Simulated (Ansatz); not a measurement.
CH₉NSi₂, SMILES `N[SiH2]C[SiH3]`. Charge 0, multiplicity 1. The geometry is a stationary point of PBE0-D4/def2-TZVP. It is one conformer, not always the lowest.

```xyz
13

N     1.432    0.784    1.880
Si    0.360    0.900    0.536
C    -0.090   -0.805   -0.073
Si   -1.088   -0.833   -1.656
H     2.011    1.576    2.113
H     1.144    0.300    2.715
H     1.090    1.669   -0.507
H    -0.919    1.623    0.813
H     0.831   -1.378   -0.223
H    -0.668   -1.318    0.704
H    -0.312   -0.220   -2.768
H    -2.354   -0.068   -1.492
H    -1.436   -2.227   -2.042
```

Q: What is the dipole moment at PBE/def2-TZVPP? (Best estimate.)

A: Computed: 1.89 D, with components (0.62, -0.22, 1.77) D in this frame, pointing from negative to positive charge.

Q: And with r2SCAN, B3LYP, ωB97M-V? (An estimate is asked.)

A: Computed: r2SCAN 1.90 D, B3LYP 1.83 D, ωB97M-V 1.85 D.

Q: Give the Mulliken charges with PBE, r2SCAN, ωB97M-V in def2-TZVPP. (Best estimate.)

A: Ansatz gave: 
```csv
atom,PBE,r2SCAN,ωB97M-V
N1,-0.39,-0.46,-0.37
Si2,0.32,0.43,0.35
C3,-0.27,-0.30,-0.42
Si4,0.18,0.28,0.17
H5,0.15,0.15,0.11
H6,0.14,0.15,0.11
H7,-0.07,-0.09,-0.04
H8,-0.09,-0.11,-0.06
H9,0.11,0.09,0.13
H10,0.10,0.08,0.12
H11,-0.05,-0.07,-0.03
H12,-0.05,-0.07,-0.03
H13,-0.06,-0.08,-0.03
```

B3LYP here is the variant with VWN-RPA as its local correlation; programs differ in this.
